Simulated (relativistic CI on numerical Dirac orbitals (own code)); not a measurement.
**One change at a time: Eu⁴⁴⁺**

Base calculation: Dirac-Coulomb-Breit CI, separate exchange-only KLI orbitals for each configuration, a model potential for QED, unscaled Slater integrals.

CI space (outside the closed core [Ne]): 3s2.3p6.3d, 3s2.3p5.3d2, 3s.3p6.3d2, 3s2.3p6.4s, 3s2.3p6.4p, 3s2.3p6.4d, 3s2.3p5.3d.4s, 3s2.3p6.4f, 3s2.3p5.3d.4p, 3p6.3d3, 3p5.3d4, 3p5.3d3.4s. Double excitations out of closed p, d and f shells are left out; levels of such configurations are missing from the list, as are those of other unlisted configurations, and high levels can miss mixing partners. These lack a partner that the ground configuration has and come out too high: 3s2.3p5.3d.4p.

The lowest level and the first level of each name with at least 55 % of one term (blank where a level has no safe partner in the second run):

```csv
Level,Base (eV),Shift (eV)
3s2.3p6.3d 2D_3/2,0.000,0.000
3s2.3p6.3d 2D_5/2,35.948,+0.001
3s2.3p5.3d2 4D°_1/2,203.402,-0.162
3s2.3p5.3d2 4G°_9/2,239.599,-0.166
3s2.3p5.3d2 2H°_11/2,248.041,-0.165
3s2.3p5.3d2 4G°_11/2,277.159,-0.164
3s2.3p5.3d2 2F°_5/2,284.212,+0.092
3s2.3p5.3d2 2P°_1/2,288.093,-0.127
3s.3p6.3d2 4F_3/2,538.813,-0.296
3s.3p6.3d2 4F_5/2,545.840,-0.253
3s.3p6.3d2 4P_1/2,561.393,-0.266
3s.3p6.3d2 4F_7/2,572.629,-0.321
3s.3p6.3d2 4P_3/2,582.409,-0.316
3s.3p6.3d2 4F_9/2,584.933,-0.269
```

At this charge energies of transitions that change n are usually good to better than 1 %, and those within a shell (Δn = 0) to a few per cent.

**Question.** One thing was changed in a second run, which moved the levels as shown. Which?
A. Breit term removed
B. non-relativistic limit
C. QED terms removed
D. only the first 3 configurations

**Answer.** D. Only the first 3 configurations. With fewer configurations the levels that remain lose their mixing partners.

LS names give the leading component of a level, which can be under half, so a name can repeat, a term be missing and a line seem to break the LS rules.
